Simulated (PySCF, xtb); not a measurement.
CrO₃, SMILES [O]=[Cr](=[O])=[O], multiplicity 1.

GFN2-xTB (xtb 6.7.1) at its own geometry gives an orbital gap of 0.39 eV and a dipole moment of 5.43 D.

Coordinates come from a PBE0-D3(BJ)/def2-SVP optimisation. The spin state was assumed, not searched. The isomer is the one that the SMILES or the coordinates give; other isomers of the formula were not compared.

Q: What does M06-2X/def2-TZVPD run with PySCF give? (The exact figures need the calculation; the answer reports its results.)

A: gap 6.82 eV (levels -11.11 and -4.29 eV), dipole 3.14 D.
